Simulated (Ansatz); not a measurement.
Consider the formal exchange of groups at a B–Ge bond: `Cl[B](Cl)[GeH3]` + `ClBCl` → `ClB(Cl)B(Cl)Cl` + GeH₄.

Calculated with Ansatz (gas phase, PBE0-D4/def2-TZVP geometries, no zero-point term in ΔE). CCSD(T)/CBS adds triple-zeta CCSD(T) − MP2 to the extrapolated MP2 energy (def2 sets, frozen cores). This one scheme is used for every species. DFT in def2-TZVPP. For Ge outer-core shells are correlated without core-valence functions, which leaves a few kJ/mol of doubt a bond. Scalar relativity is left out up to krypton. One conformer a species, not always the lowest.

Problem. Is it downhill or uphill in electronic energy at CCSD(T)/CBS, and by how much? (An estimate is asked.)

Solution. The calculation gave: Uphill: ΔE = +1.9 kcal/mol.

Problem. What do these levels give: LDA (SPW92), CAM-B3LYP, CCSD(T)/def2-SVP, MP2/def2-TZVPP, HF/def2-QZVPP, MP2/def2-QZVPP? (An estimate is asked.)

Solution. Computed: LDA (SPW92) 0.3, CAM-B3LYP 1.0, CCSD(T)/def2-SVP -0.9, MP2/def2-TZVPP 1.5, HF/def2-QZVPP 0.9, MP2/def2-QZVPP 1.8 kcal/mol.

Largest T1 diagnostic among the species: 0.013.

The D4 term adds −1.1 kcal/mol with B3LYP and −0.7 kcal/mol with PBE0; it sums over pairs of atoms, weighted by their polarisabilities, and B3LYP, whose exchange is more repulsive, gets the larger term. Leaving LDA and LC-ωPBE aside and taking each functional with its dispersion term where it has one, the values, not all of them listed here, spread over 2.6 kcal/mol, from B97M-V to PBE-QIDH. LDA lies −0.8 kcal/mol from PBE without D4.

B3LYP here is the variant with VWN-RPA as its local correlation; programs differ in this.
